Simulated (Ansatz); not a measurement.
A rate constant, worked out

An elementary step of BN2H4Cl, singlet (BN₂H₄Cl ([NH2][B]([NH2])[Cl]) → BNHCl ([NH][B][Cl]) + NH₃ (still joined by a long B–N bond); B–N, N–H broken or loosened, N–H formed or tightened). The start structure is the reactant molecule, and the electronic barrier above it is 2.636 eV by CCSD(T) at an estimated basis limit (MP2 extrapolated from triple and quadruple zeta, plus CCSD(T) − MP2 in triple zeta). Ansatz 0.2.0; basis: def2-TZVPP and def2-QZVPP; cores frozen in the correlated methods. Extrapolation: Hartree–Fock as exp(−7.88 √X), correlation as X^−2.97. Harmonic wavenumbers at PBE0-D4/def2-TZVP (Ansatz 0.2.0), in cm⁻¹:

Start: 318, 320, 347, 360, 380, 533, 584, 621, 870, 935, 1250, 1440, 1628, 1631, 3646, 3650, 3751, 3751.

Saddle: 1557i, 296, 358, 423, 478, 680, 819, 859, 936, 971, 1078, 1372, 1520, 1575, 1999, 3530, 3618, 3661.

**Question.** Work out the transition-state-theory rate constant at 700 K from these numbers alone (harmonic vibrations; rotation, path degeneracy and anharmonicity left out), and the Wigner tunnelling factor. Use 1 cm⁻¹ = 1.2398 × 10⁻⁴ eV and k_B = 8.617 × 10⁻⁵ eV/K.

**Answer.** Zero-point energies, half the sums: start 26015/2 cm⁻¹ = 1.6127 eV; saddle, real modes only, 24173/2 cm⁻¹ = 1.4985 eV.
Barrier with zero-point energy: 2.636 + 1.4985 − 1.6127 = 2.5218 eV.
k_BT = 0.06032 eV, so the barrier is 41.81 k_BT.
Vibrational partition functions from the zero-point level, ln q = −Σ ln(1 − exp(−hν/k_BT)): start 5.039, saddle 3.712.
k = (k_BT/h) exp(ln q‡ − ln q) exp(−E0/k_BT), with log₁₀(k_BT/h in s⁻¹) = 13.16: log₁₀ k = 13.16 + (-1.327 − 41.81)/2.3026 = -5.57, so k ≈ 3 × 10^(-6) s⁻¹.
Wigner factor: 1 + (hν‡/k_BT)²/24 = 1 + (3.20)²/24 = 1.43. A change of 1 kcal/mol (0.043 eV) in the barrier would change k by a factor of 2.1 at this temperature.

T1 diagnostic: at most 0.014.

Labels in which every atom is bracketed show which atoms are joined, not bond orders.

For scale, one of the runs: CCSD(T)/def2-TZVPP, 191 basis functions, launched by `ansatz run in.yaml --threads 2 --pin off --events-out ev --progress --plain --max-ram 4352MiB`. Time: 64 s of wall clock on 2 CPU threads of an Arm Neoverse V1; the host was shared. Peak host memory: 2.1 GiB.
